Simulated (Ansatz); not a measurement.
Geometry optimisation, RKS BLYP-D4/def2-SVP in Ansatz 0.2.0.

Input file:

```yaml
crystal:
  periodic: [false, false, false]
  atoms:
    - { symbol: "N", position_ang: [-1.7326, -1.3672, -0.9499] }
    - { symbol: C, position_ang: [-0.5632, -1.0458, -0.6496] }
    - { symbol: "N", position_ang: [-0.05991, 0.18233, -0.10517] }
    - { symbol: Sn, position_ang: [1.84203, 0.0087, -0.96583] }
    - { symbol: B, position_ang: [0.82803, -1.83521, -0.57583] }
    - { symbol: Si, position_ang: [1.33564, -3.6958, -0.94124] }
    - { symbol: H, position_ang: [-2.5049, -0.6004, -0.8648] }
    - { symbol: H, position_ang: [-0.45668, 1.04119, 0.34164] }
    - { symbol: H, position_ang: [1.76605, 0.43062, -2.72659] }
    - { symbol: H, position_ang: [3.13207, 0.37297, 0.03883] }
    - { symbol: H, position_ang: [1.31508, -3.92064, -2.41848] }
    - { symbol: H, position_ang: [2.70363, -3.93167, -0.42291] }
    - { symbol: H, position_ang: [0.33257, -4.62529, -0.29379] }
basis:
  gaussian: { orbitals: def2-SVP }
hamiltonian:
  xc: blyp
  dispersion: d4
relax:
  f_tol: 0.015
  max_steps: 40
```

Command:

```bash
$ ansatz run input.yaml --threads 2 --pin off --max-ram 3072MiB --backend cpu --events-out ev --progress --plain --runs-dir out
```

Question: Where does it end, and by what steps?

Answer: The run converged. After 13 steps the energy has fallen by 1.244 eV; H9 moved furthest, 0.84 Å.

| step | energy less start (eV) | largest force component (eV/Å) | accepted |
| --- | --- | --- | --- |
| 0 | 0.0000 | 3.610 | yes |
| 1 | -0.7837 | 1.506 | yes |
| 2 | -1.0275 | 0.740 | yes |
| 3 | -1.1241 | 1.285 | yes |
| 4 | -1.1927 | 0.370 | yes |
| 5 | -1.1931 | 0.616 | yes |
| 6 | -1.2164 | 0.516 | yes |
| 7 | -1.2357 | 0.129 | yes |
| 8 | -1.2410 | 0.078 | yes |
| 9 | -1.2428 | 0.097 | yes |
| 10 | -1.2436 | 0.059 | yes |
| 11 | -1.2440 | 0.028 | yes |
| 12 | -1.2442 | 0.028 | yes |
| 13 | -1.2442 | 0.015 | yes |

```xyz
13
Properties=species:S:1:pos:R:3
N -1.578 -1.622 -0.358
C -0.429 -1.024 -0.546
N -0.075 0.328 -0.564
Sn 2.022 0.133 -1.015
B 0.874 -1.869 -0.830
Si 1.158 -3.844 -1.013
H -2.343 -0.933 -0.205
H -0.787 1.052 -0.408
H 2.368 0.967 -2.506
H 2.959 0.889 0.245
H 1.219 -4.125 -2.494
H 2.481 -4.260 -0.432
H 0.069 -4.677 -0.408
```

Whether the end is a true minimum wasn't checked by a vibrational analysis.

Run time: 23 s on 2 threads of AMD EPYC 9R45 96-Core Processor (Zen 5) (shared host), peak memory 0.21 GiB.
